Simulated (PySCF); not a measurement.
**A small calculation by hand: entropy of an ideal gas**

C₄H₄N, SMILES C1C=C[N]C=1, multiplicity 2.

Coordinates come from a B3LYP-D3(BJ)/def2-SVP optimisation. The isomer is the one that the SMILES or the coordinates give; other isomers of the formula were not compared.

B3LYP-D3(BJ)/def2-SVP (PySCF) gives the harmonic wavenumbers 487, 548, 675, 716, 823, 850, 885, 931, 934, 1040, 1088, 1095, 1215, 1288, 1356, 1451, 1574, 3193, 3197, 3234, 3253 cm⁻¹ and the rotational temperatures 0.4760, 0.4210, 0.2234 K. The molar mass is 66.08 g/mol, the symmetry number 2, the spin multiplicity 2.

Question: Work out the entropy at 298.15 K and 1 atm in the rigid-rotor, harmonic-oscillator model.

Answer: 
Translation (Sackur–Tetrode at 1 atm): S = R[1.5 ln M + 2.5 ln T − 1.16487] = 161.0 J/(mol K).
Rotation: q = (√π/σ) T^1.5/√(θA θB θC) = 21600, S = R[ln q + 3/2] = 95.4 J/(mol K).
Vibration: with u = 1.4388 ν/T, each mode gives R[u/(e^u − 1) − ln(1 − e^−u)]:
| ν (cm⁻¹) | modes | u | S (J/(mol K)) |
|---|---|---|---|
| 487 | 1 | 2.35 | 2.89 |
| 548 | 1 | 2.64 | 2.29 |
| 675 | 1 | 3.26 | 1.41 |
| 716 | 1 | 3.46 | 1.20 |
| 823 | 1 | 3.97 | 0.79 |
| 850 | 1 | 4.10 | 0.71 |
| 885 | 1 | 4.27 | 0.62 |
| 931 | 1 | 4.49 | 0.52 |
| 934 | 1 | 4.51 | 0.51 |
| 1040 | 1 | 5.02 | 0.33 |
| 1088 | 1 | 5.25 | 0.27 |
| 1095 | 1 | 5.28 | 0.27 |
| 1215 | 1 | 5.86 | 0.16 |
| 1288 | 1 | 6.22 | 0.12 |
| 1356 | 1 | 6.54 | 0.09 |
| 1451 | 1 | 7.00 | 0.06 |
| 1574 | 1 | 7.60 | 0.04 |
The stiffer modes add less than 0.005 each. Sum 12.3 J/(mol K).
Spin: R ln 2 = 5.8 J/(mol K).
Total 274.5 J/(mol K); the program's own thermochemistry gives 274.5. Translation makes up 59 % and vibration 4 %. Anharmonicity, hindered rotation and orbital degeneracy are left out.
